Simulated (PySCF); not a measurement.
Trend along the fifth-period p block: MSi molecules

MP2 with double-zeta basis sets in PySCF, for the lowest determinant that a PBE0 search found; no spin–orbit coupling. De refers to high-spin ground-configuration atoms.

```
 M       basis  reference, frozen orbitals  state (unpaired electrons)  Re (Å)  ωe (cm⁻¹)  De (eV)
In   def2-SVPD                      UHF, 9         quartet (σ ↑, π ↑↑)   2.634        263     2.10
Sn  x2c-SVPall                     UHF, 23              triplet (π ↑↑)   2.520        354     2.23
Te  x2c-SVPall                     RHF, 23      singlet (closed shell)   2.290        492     4.40
 I  x2c-SVPall                     UHF, 23               doublet (π ↑)   2.463        365     2.90
```

The shortest bond is that of SiTe (2.290 Å), the longest that of InSi (2.634 Å).

The rows differ in basis set, which adds steps of its own.

The state changes along the series, so neighbouring rows are not always alike in their bonding.

Correlated steps freeze the inner cores (9 to 23 orbitals); shallow outer-core shells are correlated. Correlated levels converge slowly with the basis: in double zeta they bind strong bonds too weakly, by up to about 1 eV, and carry superposition errors of some tenths. Spin–orbit coupling is left out, which matters for elements this heavy, above all for dissociation energies. Where the molecule has an RHF reference, its open-shell atoms are computed with UHF. States were picked by a PBE0 search and need not be the measured ground states.
